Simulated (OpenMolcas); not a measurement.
Cr2+ (d4) in a complex was computed by SS-CASPT2, IPEA 0.25 Eh, imaginary shift 0.1 Eh with the d shell active (OpenMolcas, ANO-RCC-VTZP on the metal). Its lowest spin-free states, and all those of the highest spin:

```
2S+1  Degeneracy  E (cm-1)
   5           2         0
   5           3      5400
   3           3     13450
   3           2     15810
   3           3     15870
   3           3     16610
   3           1     17430
   3           1     18470
   1           3     20500
   3           2     20810
   1           2     21040
   3           3     21330
```

Question: Is the site octahedral, tetrahedral or cube-like, axial, or of lower symmetry?

Answer: The states with 2S+1 = 5 have orbital degeneracies 2, 3. Threefold states need a cubic site. For d4 at this spin an octahedron puts the twofold E below the threefold T2 and a tetrahedron or cube puts the threefold T2 below the twofold E, so the site is octahedral. The first gap at this spin, 5400 cm-1, is |10Dq| in ligand-field theory. The run had Cr2+ with 6 ligands (chloride) in octahedral coordination (Oh) at 2.56 Å. A charge of +0.667 e stands 2.4 Å behind each ligand. Ligand basis ANO-RCC-VDZP.

Roots that are degenerate in the reference are averaged as groups; the widest CASPT2 spread within a group is 160 cm-1 (the 2-fold group of multiplicity 1 near 29000 cm-1 above the lowest state of its run). Shifts and gaps below about the spread of the groups concerned are not significant. Over all roots computed the reference weight is 0.66 to 0.68; a low but even weight reflects the number of correlated electrons. An orbital doublet at a regular site is open to a Jahn-Teller distortion, which this geometry leaves out. Ligand-to-metal charge-transfer states are missing. These CASPT2 states fit no ligand-field parameters well, so their order and spin gaps are uncertain. With no ligand orbital active B as a rule stays too high, so bands that hang on it stand too high and its fall with covalency is understated. With one d shell and no ligand orbital active, 10Dq can be off by tens of per cent for divalent 3d ions, low with halides held by bare charges and at times high in hosts. Free-ion shares, where given, are those of the reference states; single-state CASPT2 does not remix them. No measured value stands beside these numbers; the geometry is a model, was not optimised and need not be the one that this ion takes.
